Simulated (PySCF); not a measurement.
B(Me)(NCO)2 (C3H3BN2O2), SMILES CB(N=C=O)N=C=O.

Coordinates come from a PBE0-D3(BJ)/def2-SVP optimisation. Other conformers were not sampled.

The numbers are results of PBE0-D3(BJ)/def2-SVP in PySCF, not measurements.

No scaling factor is applied to the harmonic values.

Question: Give all harmonic wavenumbers and intensities. (Estimate from the structure and the level; the computed values follow.)

Answer: 
| mode | ν (cm⁻¹) | IR (km/mol) | moving atoms (share of kinetic energy) |
|---|---|---|---|
| 1 | 20 | 0.1 | O 63 %, N 16 %, C 14 % |
| 2 | 32 | 0.1 | H 93 % |
| 3 | 36 | 0.6 | N 47 %, C 20 %, O 19 %, H 14 % |
| 4 | 79 | 0.0 | N 47 %, O 31 %, C 10 % |
| 5 | 126 | 0.0 | N 78 %, O 18 % |
| 6 | 316 | 1.2 | N 33 %, C 30 %, H 26 % |
| 7 | 400 | 4.7 | N 57 %, C 21 %, O 19 % |
| 8 | 464 | 3.2 | B 46 %, H 39 %, N 11 % |
| 9 | 583 | 0.5 | C 61 %, O 19 %, H 10 % |
| 10 | 591 | 16.2 | C 73 %, O 17 %, N 10 % |
| 11 | 602 | 61.2 | C 61 %, N 20 %, O 15 % |
| 12 | 636 | 0.0 | C 72 %, O 14 %, N 14 % |
| 13 | 639 | 64.1 | C 71 %, N 14 %, O 14 % |
| 14 | 815 | 25.8 | H 59 %, C 21 %, B 11 %, O 8 % |
| 15 | 865 | 47.0 | H 46 %, B 33 %, C 18 % |
| 16 | 1111 | 436.5 | B 57 %, O 19 %, H 13 % |
| 17 | 1129 | 151.6 | B 60 %, H 25 % |
| 18 | 1323 | 114.3 | H 62 %, C 29 % |
| 19 | 1420 | 0.3 | H 96 % |
| 20 | 1437 | 5.6 | H 94 % |
| 21 | 1623 | 49.5 | N 53 %, O 34 %, B 9 % |
| 22 | 1659 | 286.5 | N 49 %, O 28 %, B 19 % |
| 23 | 2476 | 3113.9 | C 69 %, N 20 %, O 11 % |
| 24 | 2535 | 640.7 | C 67 %, N 22 %, O 11 % |
| 25 | 3052 | 0.3 | H 96 % |
| 26 | 3141 | 3.4 | H 92 %, C 8 % |
| 27 | 3184 | 5.4 | H 90 %, C 10 % |
